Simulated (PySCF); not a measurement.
Compound: C4H10OSi2.
SMILES with atom numbers: `[SiH3:1][O:2][C@@H:3]1[CH:4]=[CH:5][CH2:6][SiH2:7]1` (hydrogens: H8, H9, H10 on Si1; H11 on C3; H12 on C4; H13 on C5; H14, H15 on C6; H16, H17 on Si7)

The same species was optimised twice, with GFN2-xTB and with PBE0-D3(BJ)/def2-SVP (PySCF), and the same property calculations (PySCF, gas phase) were run on both structures.

```json
{"coordinate": "Si1–O2 (Å)", "GFN2-xTB": "1.610", "PBE0-D3(BJ)/def2-SVP": "1.666", "change": "+0.056"}
{"coordinate": "C4=C5 (Å)", "GFN2-xTB": "1.322", "PBE0-D3(BJ)/def2-SVP": "1.340", "change": "+0.018"}
{"coordinate": "C6–Si7 (Å)", "GFN2-xTB": "1.908", "PBE0-D3(BJ)/def2-SVP": "1.899", "change": "-0.009"}
{"coordinate": "O2–C3 (Å)", "GFN2-xTB": "1.413", "PBE0-D3(BJ)/def2-SVP": "1.421", "change": "+0.008"}
{"coordinate": "C5–C6 (Å)", "GFN2-xTB": "1.501", "PBE0-D3(BJ)/def2-SVP": "1.506", "change": "+0.005"}
{"coordinate": "C3–Si7 (Å)", "GFN2-xTB": "1.926", "PBE0-D3(BJ)/def2-SVP": "1.930", "change": "+0.004"}
{"coordinate": "C3–C4 (Å)", "GFN2-xTB": "1.503", "PBE0-D3(BJ)/def2-SVP": "1.504", "change": "+0.001"}
{"coordinate": "Si1–O2–C3 (°)", "GFN2-xTB": "129.7", "PBE0-D3(BJ)/def2-SVP": "122.0", "change": "-7.7"}
{"coordinate": "C3–Si7–C6 (°)", "GFN2-xTB": "93.1", "PBE0-D3(BJ)/def2-SVP": "95.8", "change": "+2.7"}
{"coordinate": "C4–C3–Si7 (°)", "GFN2-xTB": "103.9", "PBE0-D3(BJ)/def2-SVP": "101.8", "change": "-2.1"}
{"coordinate": "C5–C6–Si7 (°)", "GFN2-xTB": "104.4", "PBE0-D3(BJ)/def2-SVP": "102.5", "change": "-1.9"}
{"coordinate": "O2–C3–Si7 (°)", "GFN2-xTB": "113.5", "PBE0-D3(BJ)/def2-SVP": "114.8", "change": "+1.3"}
{"coordinate": "C3–C4–C5 (°)", "GFN2-xTB": "118.9", "PBE0-D3(BJ)/def2-SVP": "119.8", "change": "+0.9"}
{"coordinate": "C4–C5–C6 (°)", "GFN2-xTB": "119.3", "PBE0-D3(BJ)/def2-SVP": "120.0", "change": "+0.7"}
{"coordinate": "O2–C3–C4 (°)", "GFN2-xTB": "109.4", "PBE0-D3(BJ)/def2-SVP": "109.5", "change": "+0.1"}
{"coordinate": "Si1–O2–C3–C4 (°)", "GFN2-xTB": "-156", "PBE0-D3(BJ)/def2-SVP": "-163", "change": "-7"}
```

Rotational constants: A = 3884, B = 1068, C = 886.1 MHz (GFN2-xTB) against A = 3886, B = 1069, C = 887.6 MHz (PBE0-D3(BJ)/def2-SVP). Point groups within 0.08 Å: C1 and C1.

On the GFN2-xTB structure: HOMO (eV) -7.14 [PBE0/pcSseg-1]; LUMO (eV) 0.03 [PBE0/pcSseg-1]; dipole (D) 1.26 [PBE0/pcSseg-1]; GIAO shielding of Si1 (ppm) 389.9 [PBE0/pcSseg-1]; GIAO shielding of O2 (ppm) 312.3 [PBE0/pcSseg-1]; GIAO shielding of C3 (ppm) 113.5 [PBE0/pcSseg-1]; GIAO shielding of C4 (ppm) 42.0 [PBE0/pcSseg-1]; GIAO shielding of C5 (ppm) 47.5 [PBE0/pcSseg-1]; GIAO shielding of C6 (ppm) 169.7 [PBE0/pcSseg-1]; GIAO shielding of Si7 (ppm) 380.9 [PBE0/pcSseg-1].

**Question.** What do these properties become on the PBE0-D3(BJ)/def2-SVP structure?

**Answer.** 
```tsv
property	level	on GFN2-xTB	on PBE0-D3(BJ)/def2-SVP	change
HOMO (eV)	PBE0/pcSseg-1	-7.14	-7.19	-0.05
LUMO (eV)	PBE0/pcSseg-1	0.03	-0.10	-0.13
dipole (D)	PBE0/pcSseg-1	1.26	1.17	-0.09
energy, GFN2-xTB geometry as zero (kcal/mol)	PBE0/pcSseg-1	0.0	-3.7	-3.7
GIAO shielding of Si1 (ppm)	PBE0/pcSseg-1	389.9	383.8	-6.1
GIAO shielding of O2 (ppm)	PBE0/pcSseg-1	312.3	306.2	-6.1
GIAO shielding of C3 (ppm)	PBE0/pcSseg-1	113.5	113.1	-0.4
GIAO shielding of C4 (ppm)	PBE0/pcSseg-1	42.0	37.9	-4.1
GIAO shielding of C5 (ppm)	PBE0/pcSseg-1	47.5	43.8	-3.7
GIAO shielding of C6 (ppm)	PBE0/pcSseg-1	169.7	169.7	0.0
GIAO shielding of Si7 (ppm)	PBE0/pcSseg-1	380.9	376.5	-4.4
```

The heavy atoms differ by 0.068 Å rms after alignment. Among bonds between heavy atoms Si1–O2 changes most (+0.056 Å). Changes are differences of the printed values. Neither structure is proved a minimum here.
